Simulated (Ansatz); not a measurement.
Mulliken charges of CH5BClN, SMILES `CNBCl` from PBE/def2-TZVPP in Ansatz (PBE0-D4/def2-TZVP geometry).

| atom | x (Å) | y (Å) | z (Å) | charge (e) |
| --- | --- | --- | --- | --- |
| C1 | 0.510 | 0.482 | -0.973 | -0.162 |
| N2 | -0.408 | -0.226 | -0.112 | -0.100 |
| B3 | -0.261 | -0.415 | 1.248 | 0.019 |
| Cl4 | -1.495 | -1.314 | 2.145 | -0.196 |
| H5 | 0.907 | -0.170 | -1.757 | 0.103 |
| H6 | 0.028 | 1.339 | -1.453 | 0.103 |
| H7 | 1.347 | 0.850 | -0.380 | 0.091 |
| H8 | -1.220 | -0.606 | -0.574 | 0.150 |
| H9 | 0.682 | 0.014 | 1.838 | -0.007 |

Problem. By hand: the dipole of these point charges (1 e Å = 4.8032 D).

Solution. Σ q r = (0.277, 0.301, -0.692) e Å, of length 0.804 e Å = 3.86 D.

Problem. How does the dipole of the full density compare? (An estimate is asked.)

Solution. Ansatz gave: (0.130, 0.187, -0.553) e Å, 2.87 D; the point charges give 1.34 times that, at 9° from its direction.

Point charges leave out the atoms' own dipoles, such as those of lone pairs, and Mulliken's split depends on the basis, so the two needn't agree.
